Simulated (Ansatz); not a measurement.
Conformers of Cl2H2S2Ti (`[SH][Ti]([SH])([Cl])[Cl]`), each relaxed with PBE0-D4/def2-TZVP in Ansatz. CBS adds the triple-zeta coupled-cluster correction to the MP2 limit.

Outer-core shells of Ti are correlated without core-valence functions. Scalar relativity is left out up to krypton.

Not all of them had a frequency check.

Conformer A:

Cartesian coordinates in Å:
```
S 0.693 -1.633 0.857
Ti 0.255 0.087 -0.549
S -1.287 1.430 0.424
Cl 1.982 1.373 -0.837
Cl -0.503 -0.868 -2.346
H 0.973 -0.766 1.853
H -2.113 0.378 0.599
```

Conformer B:

```xyz
7

S    -1.690   -0.694    1.219
Ti    0.038    0.352    0.223
S    -0.104   -0.354   -1.918
Cl   -0.307    2.494    0.353
Cl    1.958   -0.254    1.063
H    -0.946   -1.819    1.284
H     1.051    0.275   -2.224
```

(1) Which is lowest in electronic energy at CCSD(T)/CBS (frozen core, def2 sets), and by how much? (An estimate is asked.)

(2) Give the energies relative to B (kJ/mol) with ωB97X-V/def2-TZVPP, ωB97M-V/def2-TZVPP, B3LYP/def2-TZVPP, HF/def2-TZVPP, SCS-MP2/def2-TZVPP, CCSD/def2-TZVPP, MP2/def2-QZVPP. (Estimate.)

Results:

(1) Computed: B; A lies 2.1 kJ/mol higher.

(2) The calculation gave: 
```tsv
level	A
ωB97X-V/def2-TZVPP	1.2
ωB97M-V/def2-TZVPP	1.4
B3LYP/def2-TZVPP	1.8
HF/def2-TZVPP	-0.7
SCS-MP2/def2-TZVPP	1.8
CCSD/def2-TZVPP	1.0
MP2/def2-QZVPP	2.6
```

B3LYP here is the variant with VWN-RPA as its local correlation; programs differ in this.
